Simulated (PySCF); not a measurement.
C2H8N, SMILES C[NH2+]C, charge +1.

Coordinates come from a B3LYP-D3(BJ)/def2-SVP optimisation. The isomer is the one that the SMILES or the coordinates give; other isomers of the formula were not compared.

Level of theory: M06-2X/def2-TZVPD (PySCF).

Symmetry labels are those of the subgroup C2v that the program uses (full group C2v).

Computed valence orbital energies around the gap with their symmetry:
```csv
orbital,symmetry,energy (eV)
HOMO−7,A1,-26.78
HOMO−6,B2,-23.71
HOMO−5,A1,-21.83
HOMO−4,B1,-20.52
HOMO−3,A2,-18.60
HOMO−2,A1,-18.40
HOMO−1,B2,-18.14
HOMO,B1,-18.04
LUMO,A1,-4.63
LUMO+1,A1,-3.23
LUMO+2,B2,-3.20
LUMO+3,B1,-3.03
```
